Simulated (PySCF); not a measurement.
**Ga: excitation energy**

Ga [Ar] 3d10 4s2 4p1 (2P) → Ga [Ar] 3d10 4s1 4p1 5s1 (4P), as a difference of total energies. Calculation: PySCF 2.14, in aug-cc-pVTZ-PP with ECP10MDF (6s5p4d2f, 55 functions); scalar relativity through the core potential. Correlated levels: valence: 3s2 3p6 3d10 frozen. The calculations carry no spin-orbit coupling.

```json
{"method": "UHF", "excitation energy (eV)": "7.265"}
{"method": "MP2 (valence)", "excitation energy (eV)": "8.039"}
{"method": "SCS-MP2 (valence)", "excitation energy (eV)": "8.274"}
{"method": "CCSD (valence)", "excitation energy (eV)": "8.280"}
{"method": "CCSD(T) (valence)", "excitation energy (eV)": "8.302"}
```

Q: How much does correlation contribute at CCSD(T) (valence)?

A: 8.302 − (7.265) = 1.037 eV, measured against UHF.

The upper state lies above the first ionisation limit, but in LS coupling its spin forbids autoionisation to the ground ion. A Rydberg-like electron needs more diffuse functions than a valence basis has.

The promoted electron is Rydberg-like, and one or two diffuse shells describe it only roughly, which tends to raise the upper state.
